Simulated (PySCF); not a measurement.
C2H8Si2, SMILES [SiH3]/C=C/[SiH3]. The structure is a stationary point at PBE0-D3(BJ)/def2-SVP.

Level of theory: PBE0-D3(BJ)/def2-SVP (PySCF 2.14.0).

Harmonic wavenumbers (cm⁻¹): 100, 136, 150, 160, 273, 530, 550, 652, 667, 746, 818, 818, 906, 933, 934, 935, 949, 951, 1046, 1183, 1298, 1658, 2222, 2223, 2224, 2226, 2236, 2237, 3130, 3135. Rotational constants (GHz): 24.00, 1.395, 1.360; symmetry number 2.

Work out the zero-point energy and the ideal-gas rigid-rotor harmonic-oscillator thermochemistry at 298.15 K and 1 atm.

ZPE = ½ Σ hcν = ½ × 36027 cm⁻¹ = 51.50 kcal/mol. H − E(el) = 56.62 kcal/mol. Entropy in cal/(mol K): translation 39.35, rotation 24.98, vibration 16.49, total 80.81. G − E(el) = 32.52 kcal/mol. Cp = 26.95 cal/(mol K). Modes under 150 cm⁻¹ make the vibrational entropy uncertain.
